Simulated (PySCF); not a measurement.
FH4O4Si, SMILES O[Si-](O)(O)(O)F, charge -1.

Coordinates come from a PBE-D3(BJ)/def2-SVPD optimisation. One conformer was computed; it need not be the lowest.

Method: PBE-D3(BJ)/def2-SVPD run with PySCF 2.14.0.

Frequencies are harmonic and unscaled.

| mode | ν (cm⁻¹) | IR (km/mol) | moving atoms (share of kinetic energy) |
|---|---|---|---|
| 1 | 18 | 44.0 | H 64 %, O 30 % |
| 2 | 182 | 0.3 | O 74 %, F 18 % |
| 3 | 209 | 43.1 | O 51 %, H 36 %, F 11 % |
| 4 | 345 | 24.5 | O 60 %, H 17 %, F 17 % |
| 5 | 361 | 0.2 | O 65 %, F 20 %, H 15 % |
| 6 | 364 | 41.1 | O 52 %, Si 22 %, H 16 %, F 11 % |
| 7 | 381 | 17.8 | O 50 %, Si 21 %, H 20 %, F 10 % |
| 8 | 402 | 20.1 | O 55 %, Si 20 %, F 15 %, H 11 % |
| 9 | 452 | 5.6 | F 64 %, O 33 % |
| 10 | 489 | 83.7 | H 83 %, O 15 % |
| 11 | 505 | 20.8 | H 88 %, O 11 % |
| 12 | 527 | 98.9 | H 81 %, O 15 % |
| 13 | 636 | 25.7 | O 82 %, F 11 % |
| 14 | 671 | 216.5 | O 58 %, Si 33 % |
| 15 | 792 | 295.4 | Si 53 %, O 45 % |
| 16 | 806 | 224.2 | O 46 %, Si 37 %, H 18 % |
| 17 | 900 | 203.6 | H 69 %, Si 17 %, O 14 % |
| 18 | 933 | 173.8 | H 87 %, O 12 % |
| 19 | 965 | 9.8 | H 87 %, O 13 % |
| 20 | 1038 | 271.7 | H 77 %, Si 12 %, O 11 % |
| 21 | 3738 | 30.1 | H 94 % |
| 22 | 3738 | 0.9 | H 94 % |
| 23 | 3740 | 5.1 | H 94 % |
| 24 | 3792 | 4.8 | H 94 % |
